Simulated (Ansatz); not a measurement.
## Molecular dynamics, step by step

SbNH₄ (SMILES [NH2][SbH2]), singlet, PBE0-D4/def2-SVP (Ansatz 0.2.0). Settings (timestep in fs, temperature in K; T counts 12 degrees of freedom):

```yaml
hamiltonian: {xc: pbe0, dispersion: d4}
md: {n_steps: 80, timestep: 0.75, temperature: 100, ensemble: nvt_nose_hoover, seed: 410, initial_velocities: maxwell_boltzmann}
```

Start (the SMILES describes the start alone):

```xyz
6
angstrom
N -0.2235 -0.9018 0.0256
Sb 0.7459 0.8919 0.0330
H 0.1424 -1.4956 -0.7102
H -0.0453 -1.4008 0.8899
H -0.1756 1.3857 -1.2974
H -0.4439 1.5206 1.0590
```

```csv
step,time (fs),potential energy less the start (meV),kinetic energy (meV),T (K)
0,0.00,0.0,51.7,100
5,3.75,17.5,34.5,67
10,7.50,-9.9,61.6,119
15,11.25,-4.7,56.7,110
20,15.00,-42.4,93.9,182
25,18.75,-8.1,60.1,116
30,22.50,-9.3,60.8,118
35,26.25,19.4,32.3,62
40,30.00,7.0,44.5,86
45,33.75,-28.9,79.9,155
50,37.50,-16.6,68.0,131
55,41.25,-40.6,91.1,176
60,45.00,-7.3,57.8,112
65,48.75,-33.5,83.1,161
70,52.50,-33.9,83.1,161
75,56.25,-55.5,103.5,200
80,60.00,-52.8,99.5,192
```

Step 10, positions (Å) and forces (eV/Å):

```json
{"atom": "N1", "x": "-0.231", "y": "-0.914", "z": "0.019", "Fx": "-0.254", "Fy": "-0.179", "Fz": "-0.222"}
{"atom": "Sb2", "x": "0.747", "y": "0.892", "z": "0.033", "Fx": "-0.436", "Fy": "0.769", "Fz": "-0.202"}
{"atom": "H3", "x": "0.175", "y": "-1.537", "z": "-0.679", "Fx": "0.087", "Fy": "-0.038", "Fz": "0.061"}
{"atom": "H4", "x": "-0.017", "y": "-1.313", "z": "0.924", "Fx": "-0.005", "Fy": "-0.490", "Fz": "0.310"}
{"atom": "H5", "x": "-0.201", "y": "1.480", "z": "-1.303", "Fx": "0.279", "Fy": "-0.028", "Fz": "0.114"}
{"atom": "H6", "x": "-0.473", "y": "1.547", "z": "1.091", "Fx": "0.329", "Fy": "-0.034", "Fz": "-0.061"}
```

Step 20, positions (Å) and forces (eV/Å):

```tsv
atom	x	y	z	Fx	Fy	Fz
N1	-0.244	-0.942	0.018	0.233	-0.450	-0.057
Sb2	0.746	0.895	0.032	0.035	0.198	-0.166
H3	0.248	-1.584	-0.621	-0.148	0.362	0.046
H4	-0.034	-1.359	0.931	-0.176	0.074	0.025
H5	-0.127	1.576	-1.302	0.050	-0.166	0.127
H6	-0.385	1.581	1.129	0.006	-0.018	0.025
```

Step 30, positions (Å) and forces (eV/Å):

```tsv
atom	x	y	z	Fx	Fy	Fz
N1	-0.255	-0.977	0.019	0.266	0.315	-0.003
Sb2	0.746	0.898	0.031	0.502	-0.564	0.397
H3	0.315	-1.557	-0.611	-0.177	0.022	0.245
H4	-0.129	-1.395	0.956	0.012	0.216	-0.412
H5	-0.053	1.615	-1.280	-0.410	0.003	-0.242
H6	-0.291	1.612	1.185	-0.193	0.007	0.014
```

Last step (80):

```
6
angstrom
N -0.1995 -0.9134 -0.0020
Sb 0.7442 0.8913 0.0280
H 0.4568 -1.6680 -0.2361
H -0.5800 -1.1699 0.9154
H -0.2889 1.6981 -1.1443
H -0.2430 1.3882 1.3862
```

The run took about 79 s on 2 CPU threads of an Arm Neoverse V2 (shared host).
